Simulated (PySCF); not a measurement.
## Calculated data, CH₆N₂Si, CH₅NSi₂, H₅N₂Si₂, H₃NOSi₂ and others

Computed with PySCF 2.14.0. Calculation on a computer-drawn molecule: the log of a Hartree-Fock and frozen-core CCSD(T) single point meant for a local Hartree-Fock minimum, with one planted fault or none, to be diagnosed. Offsets are logged minus clean, where the clean run is the same molecule without the fault. The reference is restricted for singlets and unrestricted otherwise, and also for a bond in bohr or an excited solution. Adding or removing an electron swaps singlet and doublet. The excited solution moves the top pair (singlet) or top alpha electron (doublet) to the lowest empty orbital. Highest occupied and lowest empty are orbital energies over both spins, largest force is the largest gradient component, triples share is (T) over the correlation energy, the T1 limit is 0.02 restricted and 0.045 unrestricted, electrons count all cores, a negative frequency is imaginary (commonest isotopes), and the dipole is about the centre of nuclear charge.

Common to all runs: meant basis cc-pV(D+d)Z; logged SCF converged yes; possible faults no fault, one electron removed, one electron added, multiplicity raised by two, geometry at a saddle point, SCF held on an excited solution, minimal basis STO-3G, one bond length entered in bohr, all coordinates scaled.

(1) 
```xyz
10
formula=CH6N2Si meant_charge=0 meant_multiplicity=1 logged_electrons=40 logged_basis_functions=95 logged_spin_squared=2.0497 logged_highest_occupied=-3.7873 logged_lowest_empty=-1.0343 logged_largest_force=0.075594 logged_T1_diagnostic=0.05514 logged_D1_diagnostic=0.33132 logged_triples_share=0.035808 logged_CC_converged=yes logged_dipole_magnitude=8.7716 logged_SCF_stable_within_its_kind=yes logged_energy_HF=-438.95593 logged_energy_CCSD(T)=-439.58565 planted_fault=multiplicity_raised_by_two HF_energy_offset_from_clean_run=125.5 CCSD(T)_energy_offset_from_clean_run=132.6
N     -2.8929     0.9869     0.1186
Si    -1.9896     0.3516    -1.0037
C     -0.2359     0.9475    -1.2847
N      0.6858    -0.1880    -1.2150
H     -3.8376     0.6944     0.2903
H     -2.3506    -0.7304    -1.9456
H     -0.0078     1.7765    -0.6057
H     -0.2017     1.3518    -2.3021
H      0.8280    -0.4628    -0.2574
H      1.5918     0.0737    -1.5645
```

Units: logged_highest_occupied, logged_lowest_empty in eV; logged_largest_force in hartree/bohr; logged_dipole_magnitude in debye; logged_energy_HF, logged_energy_CCSD(T) in hartree; HF_energy_offset_from_clean_run, CCSD(T)_energy_offset_from_clean_run in kcal/mol.

Drawn bonds:
```csv
atom,other atom,order
1,2,2
2,3,1
3,4,1
1,5,1
2,6,1
3,7,1
3,8,1
4,9,1
4,10,1
```

Notes: T1 above single-reference limit.

(2) 
```xyz
10
formula=CH6N2Si meant_charge=0 meant_multiplicity=1 logged_electrons=40 logged_basis_functions=95 logged_spin_squared=0 logged_highest_occupied=-3.5937 logged_lowest_empty=-4.3904 logged_largest_force=0.23483 logged_CC_converged=no logged_dipole_magnitude=5.3557 logged_SCF_stable_within_its_kind=no logged_energy_HF=-438.66432 planted_fault=SCF_held_on_an_excited_solution HF_energy_offset_from_clean_run=308.5
N     -2.8929     0.9869     0.1186
Si    -1.9896     0.3516    -1.0037
C     -0.2359     0.9475    -1.2847
N      0.6858    -0.1880    -1.2150
H     -3.8376     0.6944     0.2903
H     -2.3506    -0.7304    -1.9456
H     -0.0078     1.7765    -0.6057
H     -0.2017     1.3518    -2.3021
H      0.8280    -0.4628    -0.2574
H      1.5918     0.0737    -1.5645
```

Units: logged_highest_occupied, logged_lowest_empty in eV; logged_largest_force in hartree/bohr; logged_dipole_magnitude in debye; logged_energy_HF in hartree; HF_energy_offset_from_clean_run in kcal/mol.

Drawn bonds:
```csv
atom,other atom,order
1,2,2
2,3,1
3,4,1
1,5,1
2,6,1
3,7,1
3,8,1
4,9,1
4,10,1
```

Notes: CCSD not converged.

(3) 
```xyz
9
formula=CH5NSi2 meant_charge=0 meant_multiplicity=1 logged_electrons=47 logged_basis_functions=99 logged_spin_squared=0.7746 logged_highest_occupied=-1.1887 logged_lowest_empty=6.8321 logged_largest_force=0.027889 logged_T1_diagnostic=0.019113 logged_D1_diagnostic=0.076674 logged_triples_share=0.034228 logged_CC_converged=yes logged_dipole_magnitude=5.6851 logged_SCF_stable_within_its_kind=yes logged_energy_HF=-673.02702 logged_energy_CCSD(T)=-673.59164 planted_fault=one_electron_added HF_energy_offset_from_clean_run=-8.533 CCSD(T)_energy_offset_from_clean_run=-12.1
N     -2.5320     2.4501     0.9091
Si    -1.0145     2.8552     0.8593
C      0.5241     1.7884     0.9266
Si     0.5409     0.3900    -0.3794
H     -2.8741     1.5142     1.0234
H     -0.6933     4.2786     0.6830
H      1.3938     2.4428     0.8189
H      0.5325     1.3416     1.9299
H     -0.4887    -0.4789     0.3149
```

Units: logged_highest_occupied, logged_lowest_empty in eV; logged_largest_force in hartree/bohr; logged_dipole_magnitude in debye; logged_energy_HF, logged_energy_CCSD(T) in hartree; HF_energy_offset_from_clean_run, CCSD(T)_energy_offset_from_clean_run in kcal/mol.

Drawn bonds:
```csv
atom,other atom,order
1,2,2
2,3,1
3,4,1
1,5,1
2,6,1
3,7,1
3,8,1
4,9,1
```

(4) 
```xyz
9
formula=H5N2Si2 meant_charge=1 meant_multiplicity=1 logged_electrons=45 logged_basis_functions=99 logged_spin_squared=0.7682 logged_highest_occupied=-22.517 logged_lowest_empty=-10.151 logged_largest_force=0.088279 logged_T1_diagnostic=0.01764 logged_D1_diagnostic=0.057452 logged_triples_share=0.02673 logged_CC_converged=yes logged_dipole_magnitude=1.1475 logged_SCF_stable_within_its_kind=yes logged_energy_HF=-688.98178 logged_energy_CCSD(T)=-689.49015
N     -2.4328     0.9057    -2.3327
Si    -1.8189    -0.3696    -1.7219
N     -1.1110    -0.0852    -0.1127
Si    -0.3439    -1.0165     0.9911
H     -2.9001     1.1106    -3.1921
H     -1.6130    -1.7861    -2.0275
H     -1.2403     0.8938     0.1257
H     -0.1365    -2.4274     0.6905
H      0.1104    -0.4174     2.2393
```

Units: logged_highest_occupied, logged_lowest_empty in eV; logged_largest_force in hartree/bohr; logged_dipole_magnitude in debye; logged_energy_HF, logged_energy_CCSD(T) in hartree.

Drawn bonds:
```csv
atom,other atom,order
1,2,2
2,3,1
3,4,1
1,5,1
2,6,1
3,7,1
4,8,1
4,9,1
```

(5) 
```xyz
7
formula=H3NOSi2 meant_charge=0 meant_multiplicity=1 logged_electrons=46 logged_basis_functions=89 logged_spin_squared=0 logged_highest_occupied=-5.9175 logged_lowest_empty=-2.8733 logged_largest_force=0.045896 logged_CC_converged=no logged_dipole_magnitude=2.2574 logged_SCF_stable_within_its_kind=no logged_energy_HF=-708.66972
N      0.4395     0.4904     0.5504
Si     0.5008    -0.8541    -0.2414
O     -0.8448    -1.5859    -0.7564
Si    -2.4914    -1.8050    -0.5526
H      1.2370     0.9949     0.8859
H      1.6368    -1.6721    -0.6790
H     -2.5005    -1.9194     0.9670
```

Units: logged_highest_occupied, logged_lowest_empty in eV; logged_largest_force in hartree/bohr; logged_dipole_magnitude in debye; logged_energy_HF in hartree.

Drawn bonds:
```csv
atom,other atom,order
1,2,2
2,3,1
3,4,1
1,5,1
2,6,1
4,7,1
```

Notes: CCSD not converged.

(6) 
```xyz
8
formula=AlH4N2Si meant_charge=0 meant_multiplicity=2 logged_electrons=45 logged_basis_functions=94 logged_spin_squared=1.2805 logged_highest_occupied=-7.5224 logged_lowest_empty=0.674 logged_largest_force=0.041071 logged_T1_diagnostic=0.060383 logged_D1_diagnostic=0.22656 logged_triples_share=0.030371 logged_CC_converged=yes logged_dipole_magnitude=1.9511 logged_SCF_stable_within_its_kind=yes logged_energy_HF=-641.97738 logged_energy_CCSD(T)=-642.49318
N      1.5099    -1.0934    -1.6576
Si     0.4353    -0.5963    -0.6374
N     -1.2623    -0.6133    -0.6844
Al    -3.4245    -1.7608    -3.0785
H      1.3874    -1.5255    -2.5512
H      0.8852     0.0107     0.6202
H     -1.6913    -0.2146     0.1379
H     -4.9639    -1.5820    -2.7200
```

Units: logged_highest_occupied, logged_lowest_empty in eV; logged_largest_force in hartree/bohr; logged_dipole_magnitude in debye; logged_energy_HF, logged_energy_CCSD(T) in hartree.

Drawn bonds:
```csv
atom,other atom,order
1,2,2
2,3,1
3,4,1
1,5,1
2,6,1
3,7,1
4,8,1
```

Notes: T1 above single-reference limit.

To be estimated
1. Which fault was planted in the run of H₅N₂Si₂ (entry 4)?
2. Give the missing planted fault for H₃NOSi₂ (entry 5).
3. Which fault was planted in the run of AlH₄N₂Si (entry 6)?

Answers
1. one electron removed
2. SCF held on an excited solution
3. one bond length entered in bohr, row 3 of the drawn bonds

Further results for H₅N₂Si₂ (entry 4):

* HF energy offset from clean run: 279.3 kcal/mol
* CCSD(T) energy offset from clean run: 317 kcal/mol

Further results for H₃NOSi₂ (entry 5):

- HF energy offset from clean run: 166.1 kcal/mol

Further results for AlH₄N₂Si (entry 6):

- HF energy offset from clean run: 68.78 kcal/mol
- CCSD(T) energy offset from clean run: 75.16 kcal/mol
